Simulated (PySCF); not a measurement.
Computed magnetic data of one metal complex (SC-NEVPT2 in the d shell, PySCF, with spin-orbit coupling):

| T / K | χT / cm³ K mol⁻¹ | μeff / μB |
| --- | --- | --- |
| 2 | 4.321 | 5.88 |
| 5 | 4.375 | 5.92 |
| 10 | 4.382 | 5.92 |
| 20 | 4.384 | 5.92 |
| 30 | 4.385 | 5.92 |
| 50 | 4.385 | 5.92 |
| 75 | 4.385 | 5.92 |
| 100 | 4.385 | 5.92 |
| 150 | 4.385 | 5.92 |
| 200 | 4.385 | 5.92 |
| 250 | 4.385 | 5.92 |
| 300 | 4.385 | 5.92 |

Powder magnetisation at 2 K: 1.80 μB at 0.5 T, 3.06 μB at 1 T, 4.22 μB at 2 T, 4.64 μB at 3 T, 4.91 μB at 5 T, 4.97 μB at 7 T.

Question: Which of these complexes, all computed at model or optimised geometries, gave the data?
A. [MnI4]2- (d5, tetrahedral)
B. Fe(OH)3 (d5, trigonal planar)
C. [Mn(NH3)6]2+ (d5, octahedral)
D. [MnF5]3- (d5, square pyramidal)

Answer: B. Fe(OH)3 (d5, trigonal planar) has NEVPT2: 2S+1 = 6, 5.92 μB at 300 K, 5.92 μB at 10 K, 4.97 μB at 7 T. The others: [MnF5]3- (d5, square pyramidal) has NEVPT2: 2S+1 = 6, 5.92 μB at 300 K, 5.92 μB at 10 K, 4.98 μB at 7 T; [Mn(NH3)6]2+ (d5, octahedral) has NEVPT2: 2S+1 = 6, 5.92 μB at 300 K, 5.92 μB at 10 K, 4.99 μB at 7 T; [MnI4]2- (d5, tetrahedral) has NEVPT2: 2S+1 = 6, 5.92 μB at 300 K, 5.92 μB at 10 K, 4.99 μB at 7 T.
